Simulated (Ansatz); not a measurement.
Relaxation of CH₆NSb (9 atoms, charge 0, multiplicity 1), to a largest force component of 0.015 eV/Å in at most 40 steps.

Computed with RKS BLYP/def2-SVP (Ansatz).

```xyz
9
Properties=species:S:1:pos:R:3
N -0.372 0.564 -1.386
C 0.496 0.296 -0.278
Sb -0.460 -0.119 1.693
H -0.208 1.484 -1.780
H -0.258 -0.127 -2.119
H 1.158 1.150 -0.138
H 1.105 -0.576 -0.515
H -0.967 -1.656 1.154
H 0.963 -0.837 2.270
```

**Question.** Where does it end, and by what steps?

**Answer.** It converged. After 15 steps the energy has fallen by 0.204 eV; H5 moved furthest, 0.69 Å.

| step | energy less start (eV) | largest force component (eV/Å) | accepted |
| --- | --- | --- | --- |
| 0 | 0.0000 | 1.041 | yes |
| 1 | -0.1074 | 0.486 | yes |
| 2 | -0.1303 | 0.278 | yes |
| 3 | -0.1438 | 0.068 | yes |
| 4 | -0.1476 | 0.098 | yes |
| 5 | -0.1500 | 0.057 | yes |
| 6 | -0.1645 | 0.351 | yes |
| 7 | -0.1900 | 0.124 | yes |
| 8 | -0.1968 | 0.189 | yes |
| 9 | -0.2022 | 0.065 | yes |
| 10 | -0.2036 | 0.050 | yes |
| 11 | -0.2025 | 0.105 | no |
| 12 | -0.2038 | 0.092 | yes |
| 13 | -0.2041 | 0.017 | yes |
| 14 | -0.2040 | 0.028 | no |
| 15 | -0.2041 | 0.007 | yes |

```xyz
9
Properties=species:S:1:pos:R:3
N -0.389 0.654 -1.303
C 0.625 0.417 -0.276
Sb -0.442 -0.149 1.630
H 0.015 1.141 -2.116
H -0.759 -0.238 -1.657
H 1.152 1.366 -0.049
H 1.397 -0.356 -0.496
H -1.056 -1.608 0.891
H 0.915 -1.047 2.276
```

Run time: 28 s on 1 CPU thread of a shared host.
